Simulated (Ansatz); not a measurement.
FGeH5OSi2 (`[OH][Ge@H]1[SiH2][Si@H]1F`), relaxed with RKS PBE0-D4/def2-TZVP in the Gaussian-basis code of Ansatz from a PBE-D4/def2-SVP geometry. The force threshold is 0.005 eV/Å; the program also tests the step.

The species carries charge 0 and has multiplicity 1.

Start:

```xyz
10

O     0.724    2.369   -0.617
Ge    0.974    0.598   -0.391
Si   -0.417   -0.413    1.374
Si   -0.515   -1.254   -0.782
F    -1.825   -1.539   -1.737
H    -0.208    2.608   -0.454
H     2.495    0.423   -0.655
H    -0.263   -1.103    2.709
H    -1.420    0.712    1.482
H     0.456   -2.400   -0.930
```

(1) By how much does the energy fall, and how many steps does the optimiser take? (Best estimate.)

(2) Which bonds change most? (Estimate.)

(3) Give the relaxed structure. (Estimate.)

Answers

(1) The calculation gave: 6.57 kJ/mol, in 10 steps, 2 of them rejected.

(2) The calculation gave: Si4–F5 from 1.646 to 1.601 Å; Ge2–Si3 from 2.464 to 2.437 Å; Ge2–Si4 from 2.408 to 2.381 Å; Si3–Si4 from 2.316 to 2.291 Å.

(3) Computed: 
```xyz
10

O     0.688    2.324   -0.605
Ge    0.973    0.581   -0.388
Si   -0.426   -0.401    1.349
Si   -0.508   -1.242   -0.781
F    -1.777   -1.513   -1.719
H    -0.220    2.572   -0.414
H     2.474    0.408   -0.661
H    -0.257   -1.081    2.663
H    -1.390    0.732    1.463
H     0.444   -2.380   -0.907
```
